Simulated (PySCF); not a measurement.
H3NSeZn, SMILES [NH2][Zn][SeH]. Coordinates come from a PBE-D3(BJ)/def2-SVP optimisation. The structure was generated by enumeration; whether it is a known compound was not checked. Other conformers were not sampled.

Computed with PBE-D3(BJ)/def2-SVP (PySCF).

Harmonic wavenumbers (cm⁻¹): 109, 109, 158, 266, 461, 562, 656, 740, 1489, 2349, 3419, 3509. Rotational constants (GHz): 124.1, 1.514, 1.508; symmetry number 1.

### Question
Work out the zero-point energy and the ideal-gas rigid-rotor harmonic-oscillator thermochemistry at 298.15 K and 1 atm.

### Answer
ZPE = ½ Σ hcν = ½ × 13827 cm⁻¹ = 82.71 kJ/mol. H − E(el) = 101.02 kJ/mol. Entropy in J/(mol K): translation 172.15, rotation 102.69, vibration 53.06, total 327.90. G − E(el) = 3.26 kJ/mol. Cp = 82.27 J/(mol K). Modes under 150 cm⁻¹ make the vibrational entropy uncertain.
